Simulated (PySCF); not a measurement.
# [IrSe3]+: adding exact exchange

Base calculation in PySCF with density fitting and no spin–orbit coupling, PBE/def2-SVP (scalar-relativistic core potentials): singlet, D3h, Ir–Se 2.219 Å (×3); wavenumbers 60, 96 (×2), 302, 359 (×2) cm⁻¹; gap between the highest occupied and lowest empty levels 0.79 eV, polar-tensor charge of Ir 0.36 e.

Problem. What changes on going to PBE0/def2-SVP (scalar-relativistic core potentials)?

Solution. The point group stays the same. Changes: mean bond to Ir -0.031 Å, highest wavenumber +22 cm⁻¹, lowest wavenumber +8 cm⁻¹, gap between the highest occupied and lowest empty levels +1.59 eV, polar-tensor charge of Ir +0.07 e. The new structure has Ir–Se 2.188 Å (×3), with wavenumbers 68, 101 (×2), 326, 381 (×2) cm⁻¹. Exact exchange shortens and stiffens the bonds and opens the gap, the usual pattern.

Spin–orbit coupling can matter for IrSe₃⁺ and is left out. Only the bonding shown was studied: isomers, or loss of a ligand pair, can lie lower.
